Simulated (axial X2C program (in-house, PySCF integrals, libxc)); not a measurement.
## Spin–orbit effects down a group: molecules with Li (ions), PBE0

Computed with an axial X2C code built on PySCF integrals, spin-free (one-electron X2C) or two-component (2c: spin–orbit coupling with atomic mean-field Coulomb and Gaunt terms, which also bring small scalar terms), in Dyall basis sets with cores contracted in-house; open shells are unrestricted.

Basis sets: H dyall-av3z, K dyall-acv3z, Li dyall-av3z, Na dyall-av3z.

```csv
molecule,spin-free state,Re (Å),ωe (cm⁻¹),De (eV),2c state,Re 2c (Å),ωe 2c (cm⁻¹),De 2c (eV)
LiH⁻,"M_S = 1/2, Λ = 0",1.670,1191.1,2.10,Ω = 1/2,1.671,1191.0,2.10
LiNa⁻,"M_S = 1/2, Λ = 0",3.304,163.1,0.76,Ω = 1/2,3.304,163.1,0.76
LiK⁻,"M_S = 1/2, Λ = 0",3.786,134.9,0.70,Ω = 1/2,3.786,134.9,0.70
```

**Question.** Work out the shifts from the spin-free to the two-component result.

**Answer.** 

```tsv
molecule	2c state	ΔRe (Å)	Δωe (cm⁻¹)	ΔDe (eV)
LiH⁻	Ω = 1/2	0.001	-0.1	0.00
LiNa⁻	Ω = 1/2	0.000	0.0	0.00
LiK⁻	Ω = 1/2	0.000	0.0	0.00
```

Shifts of one unit in the last digit are rounding.

Fragments in 2c: Li + H-, Na- + Li, K + Li-. Each entry is the lowest single determinant of a limited PBE0 search at one distance. De goes to single-determinant-based atoms at the same level (for ions the charge split of lowest energy) and is withheld (n/a) where an atom does not fit its ground term or J level. Main or longest-lived isotopes. One determinant is a doubtful description, or other states lie close, for LiH⁻, LiNa⁻, LiK⁻; these need not be ground states, and all values refer to the states named.
